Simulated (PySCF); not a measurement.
Sn(Cl)(SiH3) (ClH3SiSn), SMILES [SiH3][Sn][Cl] (connectivity only; charge and spin as stated), neutral, multiplicity 1.

Geometry optimised at PBE0-D3(BJ)/def2-SVP. The def2 effective core potentials stand for the cores of Sn; spin–orbit coupling is left out.

The numbers are results of TDA-B3LYP/def2-SVPD (PySCF 2.14.0), not measurements.

Vertical excitations. Isolated molecule, no solvent. State labels are in the subgroup Cs.

```
state  symmetry  energy (eV)  λ (nm)      f                                            main pairs
-----  --------  -----------  ------  -----  ----------------------------------------------------
S1           A"         1.96     632  0.004                                        HOMO→LUMO 99 %
S2           A"         4.13     300  0.002                                      HOMO−1→LUMO 94 %
S3           A'         4.14     299  0.009                                      HOMO→LUMO+1 96 %
S4           A"         4.56     272  0.011                                      HOMO−3→LUMO 92 %
S5           A'         4.61     269  0.031                                      HOMO−2→LUMO 91 %
S6           A"         5.21     238  0.005                                      HOMO−5→LUMO 98 %
S7           A'         5.27     235  0.023                    HOMO−4→LUMO 82 %, HOMO→LUMO+2 15 %
S8           A'         5.62     221  0.209  HOMO→LUMO+3 58 %, HOMO→LUMO+2 28 %, HOMO−4→LUMO 10 %
S9           A'         5.88     211  0.477                    HOMO→LUMO+2 42 %, HOMO→LUMO+3 38 %
S10          A"         6.26     198  0.014                  HOMO→LUMO+4 73 %, HOMO−2→LUMO+1 24 %
T1           A"         1.30     954      0                                        HOMO→LUMO 99 %
T2           A'         3.53     351      0                                      HOMO→LUMO+1 98 %
T3           A"         3.80     326      0                    HOMO−1→LUMO 77 %, HOMO−3→LUMO 19 %
T4           A'         3.90     318      0                                      HOMO−2→LUMO 99 %
```
Triplets are in the Tamm–Dancoff approximation.
